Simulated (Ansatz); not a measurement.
Relaxation of CH$_{6}$ClMgNO (11 atoms, charge 0, multiplicity 1), to a largest force component of 0.03 eV/Å in at most 50 steps.

Theory: RKS PBE0-D4/def2-SVP in Ansatz.

```xyz
11
Properties=species:S:1:pos:R:3:forces:R:3
Mg -0.368 -0.290 1.862 0.27 0.73 -1.62
N -0.409 0.736 0.074 0.27 -0.84 1.47
C -1.148 0.327 -1.100 0.00 0.04 -0.02
Cl -0.547 -1.567 3.645 0.00 0.02 0.03
H 1.808 0.113 -0.137 -0.28 0.10 -0.01
O 2.549 -0.416 0.204 -0.24 -0.04 0.20
H -0.321 1.750 0.120 -0.02 -0.05 -0.09
H -0.643 0.620 -2.044 -0.02 0.00 0.01
H -1.242 -0.773 -1.142 0.01 0.03 0.01
H -2.181 0.725 -1.164 0.00 -0.01 -0.01
H 2.501 -1.225 -0.318 0.02 0.02 0.01
```

**Question.** Where does it end, and by what steps?

**Answer.** It converged. The force dipped under the threshold on the way, but the program's further checks kept it going. After 27 steps the energy has fallen by 1.918 eV; H5 moved furthest, 1.42 Å. Parted: H5–O6. Joined: Mg1–O6, N2–H5.

```json
{"step": "0", "energy less start (eV)": "0.0000", "largest force component (eV/Å)": "1.615", "accepted": "yes"}
{"step": "1", "energy less start (eV)": "-0.2589", "largest force component (eV/Å)": "0.731", "accepted": "yes"}
{"step": "2", "energy less start (eV)": "-0.4987", "largest force component (eV/Å)": "0.994", "accepted": "yes"}
{"step": "3", "energy less start (eV)": "-0.7692", "largest force component (eV/Å)": "0.969", "accepted": "yes"}
{"step": "4", "energy less start (eV)": "-0.8921", "largest force component (eV/Å)": "0.814", "accepted": "yes"}
{"step": "5", "energy less start (eV)": "-0.9505", "largest force component (eV/Å)": "0.664", "accepted": "yes"}
{"step": "6", "energy less start (eV)": "-0.9679", "largest force component (eV/Å)": "0.330", "accepted": "yes"}
{"step": "7", "energy less start (eV)": "-0.9966", "largest force component (eV/Å)": "0.369", "accepted": "yes"}
{"step": "8", "energy less start (eV)": "-0.9902", "largest force component (eV/Å)": "1.608", "accepted": "no"}
{"step": "9", "energy less start (eV)": "-1.0162", "largest force component (eV/Å)": "0.203", "accepted": "yes"}
{"step": "10", "energy less start (eV)": "-1.0608", "largest force component (eV/Å)": "0.468", "accepted": "yes"}
{"step": "11", "energy less start (eV)": "-1.1292", "largest force component (eV/Å)": "0.774", "accepted": "yes"}
{"step": "12", "energy less start (eV)": "-1.2798", "largest force component (eV/Å)": "1.066", "accepted": "yes"}
{"step": "13", "energy less start (eV)": "-1.5072", "largest force component (eV/Å)": "1.112", "accepted": "yes"}
{"step": "14", "energy less start (eV)": "-1.6239", "largest force component (eV/Å)": "2.336", "accepted": "yes"}
{"step": "15", "energy less start (eV)": "-1.7656", "largest force component (eV/Å)": "0.905", "accepted": "yes"}
{"step": "16", "energy less start (eV)": "-1.7290", "largest force component (eV/Å)": "2.994", "accepted": "no"}
{"step": "17", "energy less start (eV)": "-1.8247", "largest force component (eV/Å)": "0.383", "accepted": "yes"}
{"step": "18", "energy less start (eV)": "-1.8528", "largest force component (eV/Å)": "0.333", "accepted": "yes"}
{"step": "19", "energy less start (eV)": "-1.8850", "largest force component (eV/Å)": "0.329", "accepted": "yes"}
{"step": "20", "energy less start (eV)": "-1.8965", "largest force component (eV/Å)": "0.473", "accepted": "yes"}
{"step": "21", "energy less start (eV)": "-1.9042", "largest force component (eV/Å)": "0.184", "accepted": "yes"}
{"step": "22", "energy less start (eV)": "-1.9093", "largest force component (eV/Å)": "0.099", "accepted": "yes"}
{"step": "23", "energy less start (eV)": "-1.9138", "largest force component (eV/Å)": "0.118", "accepted": "yes"}
{"step": "24", "energy less start (eV)": "-1.9154", "largest force component (eV/Å)": "0.145", "accepted": "yes"}
{"step": "25", "energy less start (eV)": "-1.9170", "largest force component (eV/Å)": "0.078", "accepted": "yes"}
{"step": "26", "energy less start (eV)": "-1.9179", "largest force component (eV/Å)": "0.026", "accepted": "yes"}
{"step": "27", "energy less start (eV)": "-1.9184", "largest force component (eV/Å)": "0.014", "accepted": "yes"}
```

```xyz
11
Properties=species:S:1:pos:R:3
Mg 0.684 -0.656 1.243
N 0.020 0.706 -0.276
C -1.227 0.315 -0.942
Cl -1.060 -0.961 2.611
H 0.803 0.725 -0.933
O 2.371 -0.930 0.636
H -0.065 1.657 0.087
H -1.536 1.019 -1.731
H -1.101 -0.678 -1.398
H -2.027 0.237 -0.193
H 3.139 -1.435 0.896
```

The run took 75 s on 2 threads of AMD EPYC 9R14 (Zen 4), on a shared host, peak memory 0.25 GiB.
